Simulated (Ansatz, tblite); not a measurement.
Cost and result up the ladder for SiS3⁻ (the lowest doublet isomer of a short search) (4 atoms). The state is a doublet with charge -1. Geometry: PBE-D4/def2-TZVPD.

```xyz
4

Si    0.0000    0.0000    0.0000
S    -0.7681   -1.4139    1.2433
S     1.3789   -0.5191   -1.4014
S    -0.6109    1.9330    0.1581
```

Ansatz on 4 threads of Arm Neoverse N1 on a shared host; xTB runs through tblite on one thread. Times are rough, summed over both states, and most runs start from the orbitals of an earlier one. RPA@PBE/def2-TZVPD serves as the yardstick here, not as an exact answer. Differences are given only for rows in sets of like size (and for xTB, whose basis is part of the method), since another set adds its own error. The other state is a quartet at its own geometry.

The xTB rows come from tblite. LC-ωPBE has ω = 0.4 bohr⁻¹. B3LYP takes the VWN-RPA correlation. Correlated methods freeze 20 core orbitals. In CCSD on the charge -1 doublet the largest single amplitude is 0.44, so its Hartree–Fock determinant may place the open shell otherwise than the density functionals do. The structure comes from a short search, and lower isomers may exist.

Run but left out: HF/6-31G, HF/def2-TZVPD, MP2/def2-TZVPD (doublet: a determinant that CCSD turns far, T1 0.070).

Correlated methods converge slowly with the basis.

xTB has no spin-polarisation term.

```csv
level,functions,wall time,quartet − doublet (eV),difference from RPA@PBE/def2-TZVPD (eV),remarks
GFN1-xTB,36,0.012 s,3.83,1.48,–
GFN2-xTB,36,0.017 s,2.72,0.37,–
B3LYP-D4/6-31G,52,2.6 s,1.86,–,–
LDA (SPW92)/def2-TZVPD,181,4.5 s,2.46,0.11,–
PBE-D4/def2-TZVPD,181,10 s,2.31,-0.04,–
RPA@PBE/def2-TZVPD,181,15 s,2.35,0.00,–
PBE0-D4/def2-TZVPD,181,16 s,2.31,-0.04,–
r2SCAN-D4/def2-TZVPD (with forces),181,25 s,2.32,-0.02,–
r2SCAN0-D4/def2-TZVPD,181,29 s,2.26,-0.09,–
LC-ωPBE/def2-TZVPD,181,32 s,2.24,-0.11,–
B97M-V/def2-TZVPD,181,32 s,2.57,0.22,–
BHLYP-D4/def2-TZVPD,181,37 s,2.30,-0.05,–
CCSD(T)/def2-TZVPD,181,5.3 min,2.36,0.02,"large T1 (0.046) (quartet), large T1 (0.070) (doublet)"
```
